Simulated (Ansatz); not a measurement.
Born–Oppenheimer molecular dynamics of BH₃O₃ (7 atoms, charge 0, multiplicity 1). It starts from a relaxed structure.

Computed with RKS PBE-D4/def2-SVPD (Ansatz 0.2.0).

```
ensemble        : NVT, Nosé–Hoover chain
time step       : 0.5 fs
steps asked     : 166
set temperature : 300 K
thermostat      : time constant 50 fs, chain length 1
seed            : 371080
```

First frame:

```xyz
7
Properties=species:S:1:pos:R:3
B 0.063 -0.273 0.100
O -0.091 -0.025 1.447
H -1.004 -0.022 1.770
O 1.351 -0.264 -0.373
H 1.389 -0.452 -1.324
O -0.965 -0.524 -0.798
H -1.862 -0.520 -0.431
```

Problem. What does the run give?

Solution. The run went to its last step.

| Item | Value |
| --- | --- |
| steps done | 166 |
| time covered | 83 fs |
| mean temperature over the second half | 223 K |
| spread of the potential energy over the second half | 5.6 meV per atom |
| mean potential energy of the second half above the start | 19.7 meV per atom |

The conserved energy stayed within 0.11 meV per atom of its start (net change 0.043 meV per atom), so the integration is sound. The mean temperature of the second half is 26 % below the set value. A run of 0.083 ps of so small a system gives no equilibrium averages.

Problem. What happens to the structure?

Solution. The same pairs are bonded in the first frame and the last. Pairs count as bonded within 1.25 times the sum of covalent radii (0.12 Å more for H–H). Another seed would give other details.

Problem. How do temperature and energy run in time?

Solution. 
| time (fs) | T (K) | potential energy less start (eV) | conserved less start (meV/atom) |
| --- | --- | --- | --- |
| 0 | 300 | 0.000 | 0.00 |
| 4 | 215 | 0.055 | 0.02 |
| 8 | 122 | 0.116 | 0.04 |
| 12 | 106 | 0.127 | 0.04 |
| 16 | 84 | 0.143 | 0.06 |
| 20 | 110 | 0.128 | 0.05 |
| 24 | 128 | 0.119 | 0.05 |
| 28 | 108 | 0.136 | 0.06 |
| 32 | 172 | 0.099 | 0.05 |
| 36 | 295 | 0.027 | 0.02 |
| 40 | 294 | 0.039 | 0.01 |
| 44 | 188 | 0.117 | 0.03 |
| 48 | 158 | 0.143 | 0.02 |
| 52 | 110 | 0.180 | 0.04 |
| 56 | 131 | 0.171 | 0.06 |
| 60 | 211 | 0.130 | 0.05 |
| 64 | 164 | 0.172 | 0.08 |
| 68 | 165 | 0.181 | 0.10 |
| 72 | 328 | 0.092 | 0.07 |
| 76 | 411 | 0.062 | 0.05 |
| 80 | 327 | 0.140 | 0.07 |

The run took 100 s on 4 threads of Arm Neoverse V2 (shared host), peak memory 0.13 GiB.
